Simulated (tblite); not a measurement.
3-methylbenzoyl chloride, C8H7ClO.
Structure used (GFN2-xTB), in Å, numbered top down from 1:
```
atom  x, y, z in Å
C1    -2.369   -0.955   -0.206
C2    -1.087   -0.200   -0.043
C3    -1.085    1.173    0.182
C4     0.105    1.870    0.318
C5     1.317    1.213    0.230
C6     1.336   -0.162    0.000
C7     2.560   -0.954   -0.115
O8     2.643   -2.125   -0.312
Cl9    4.061   -0.019    0.066
C10    0.130   -0.856   -0.134
H11   -3.177   -0.474    0.339
H12   -2.646   -0.991   -1.260
H13   -2.261   -1.977    0.146
H14   -2.025    1.701    0.254
H15    0.086    2.935    0.496
H16    2.243    1.755    0.339
H17    0.164   -1.921   -0.309
```

Method: GFN2-xTB as coded in tblite; computed harmonic values from a numerical Hessian at the method's own geometry, unscaled. The method is semi-empirical: single wavenumbers can be off by several per cent or more. One conformer, not necessarily the lowest. The optimisation stopped once no atom felt more than 0.01 eV/Å.

Lowest wavenumbers of the output (negative numbers stand for imaginary wavenumbers):
```
mode    cm-1
  1     -41.8
  2      23.9
  3     134.4
  4     161.0
  5     197.0
  6     262.9
  7     363.7
  8     380.9
  9     422.9
 10     452.0
 11     490.8
 12     522.2
 13     625.1
 14     656.8
 15     669.0
```

Question: Is this structure a minimum?

Answer: Not by this Hessian. 1 mode is imaginary beyond 20i (42i cm⁻¹), so at this level the point lies at or near a first-order saddle. The curvature is small, so loose convergence or finite differences may be the whole cause.

Question: Which atoms move in the imaginary mode?

Answer: 42i: H12 (methyl hydrogen) 37 %, H13 (methyl hydrogen) 31 %, H11 (methyl hydrogen) 31 %. These are shares of the mass-weighted motion.

Question: What is the remedy?

Answer: Step along that mode in both directions, optimise again with tighter thresholds and repeat the frequencies. The zero-point energy of this point (78.2 kcal/mol) counts the 44 real modes alone, and thermal corrections from it aren't those of a minimum.
